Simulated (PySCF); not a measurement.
**Energy of W(2+) (tungsten, charge +2) between two integer charges**

The 5d alpha orbital of [Xe] 4f14 5d4 is emptied in steps (occupation f), with all orbitals relaxed, ending at [Xe] 4f14 5d3. Computed with PySCF 2.14 in def2-TZVPPD with the def2 core potential (60 electrons) (6s5p3d2f1g, 59 functions), with a scalar-relativistic core potential. The exact energy is a straight line in f; departures are measured from the line between the end points of the same method.

```tsv
f	BHandHLYP (eV)	wB97X (eV)	HSE06 (eV)
1	0.000	0.000	0.000
0.8	-0.378	-0.202	-0.683
0.6	-0.569	-0.302	-1.026
0.4	-0.570	-0.300	-1.028
0.2	-0.382	-0.197	-0.686
0	0.000	0.000	0.000
```

```json
{"method": "BHandHLYP", "E(f=0) − E(f=1) (eV)": "25.479", "−ε at f=1 (eV)": "23.127", "−ε at f=0.4 (eV)": "25.945"}
{"method": "wB97X", "E(f=0) − E(f=1) (eV)": "25.345", "−ε at f=1 (eV)": "24.088", "−ε at f=0.4 (eV)": "25.610"}
{"method": "HSE06", "E(f=0) − E(f=1) (eV)": "25.860", "−ε at f=1 (eV)": "21.609", "−ε at f=0.4 (eV)": "26.710"}
```

Orbital energy along the path (eV):

```csv
f,BHandHLYP,wB97X,HSE06
1,-23.127,-24.088,-21.609
0.8,-24.055,-24.588,-23.290
0.6,-24.996,-25.099,-24.994
0.4,-25.945,-25.610,-26.710
0.2,-26.901,-26.103,-28.428
0,-27.882,-26.555,-30.148
```

Reference removal energy between the ground levels: 26 ± 0.4 eV (semi-empirical (NIST evaluation); NIST Atomic Spectra Database, ionization energies). The calculation has no spin-orbit coupling. The determinant left behind need not be the lowest term of the ion.
